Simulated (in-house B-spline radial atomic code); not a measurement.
## Ionising Pr5+ with different functionals

Computed with an all-electron radial atomic-structure program (B-spline basis): scalar-relativistic (spin-free X2C) Hamiltonian, Fermi nucleus of rms radius 4.8919 fm, spin-polarised at highest spin, spherical fractional occupations for the functionals, and exact exchange of hybrids averaged over the configuration. The ionisation energy is the difference of two self-consistent energies, [Kr] 4d10 5s2 5p6 → [Kr] 4d10 4f1 5s2 5p4, without Breit or QED terms; ε is the level of the shell that loses the electron (its least bound occupied spin orbital). The two configurations differ by more than the removed electron. There is no spin-orbit coupling in this Hamiltonian.

| method | rung | ΔSCF (eV) | -ε(5p) (eV) |
| --- | --- | --- | --- |
| PBE0 | global hybrid | 89.64 | 78.79 |
| B3LYP | global hybrid | ? | ? |
| TPSSh | global hybrid | 89.81 | 77.76 |
| BHandHLYP | global hybrid | 90.02 | 80.50 |
| r2SCAN0 | global hybrid | 90.40 | 79.15 |
| B97-1 | global hybrid | 89.51 | 78.41 |
| HSE06 | range-separated hybrid | 89.61 | 78.30 |
| wB97X | range-separated hybrid | ? | ? |
| CAM-B3LYP | range-separated hybrid | 89.63 | 80.20 |
| LC-wPBE | range-separated hybrid | 89.43 | 81.75 |

What does B3LYP give?

ΔSCF 89.60 eV, and -ε(5p) = 78.33 eV.

What does wB97X give?

ΔSCF 89.30 eV, and -ε(5p) = 81.19 eV.

Among the functionals, which spreads more, the ΔSCF values or the orbital energies?

The orbital energies: ΔSCF values span about 1.10 eV and the orbital energies 3.99 eV.

How do they compare with the NIST value?

NIST lists 82 eV ± 4 (tabulated theory, ground level to ground level). Errors run from +7.30 to +8.40 eV. The correlated functionals all miss on the same side by more than they spread, so the cause is common to them (spin-orbit coupling, Breit-QED terms, multiplet and fine-structure energies, or a listed next ion that isn't the cheapest removal here) and closeness doesn't rank the functionals.
